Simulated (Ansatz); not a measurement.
`C[Se][SiH](O)F` + CH₃OH → `CO[SiH](O)F` + `C[SeH]`  (ligand exchange at the Si–Se bond)

Isolated molecules relaxed with PBE0-D4/def2-TZVP in Ansatz; ΔE leaves out vibrations. CCSD(T)/CBS is the MP2 limit (def2-TZVPP, def2-QZVPP) plus CCSD(T) − MP2 in def2-TZVPP, frozen cores. This one scheme is used for every species. DFT in def2-TZVPP. For Se outer-core shells are correlated without core-valence functions, which leaves a few kJ/mol of doubt a bond. Scalar relativity is left out up to krypton. Each species was taken in one conformer, which may not be the lowest.

| level | ΔE (kcal/mol) |
| --- | --- |
| B2PLYP | -14.5 |
| MP2/def2-QZVPP | -12.6 |

Q: What does CCSD(T)/CBS give? (Estimate.)

A: The calculation gave: -12.9 kcal/mol. The listed levels differ from it by -1.6, 0.3 kcal/mol.

Largest T1 diagnostic among the species: 0.011.

From PBE to PBE0 (25 % exact exchange), in def2-TZVPP and without D4, ΔE moves by −1.2 kcal/mol. The D4 term adds +1.2 kcal/mol with B3LYP and +0.6 kcal/mol with PBE0; it sums over pairs of atoms, weighted by their polarisabilities, and B3LYP, whose exchange is more repulsive, gets the larger term. In def2-TZVPP, CCSD(T) changes the Hartree–Fock value by +4.2 kcal/mol (the triples alone add +0.8 kcal/mol) and MP2 by +5.2 kcal/mol.

B3LYP here is the variant with VWN-RPA as its local correlation; programs differ in this.
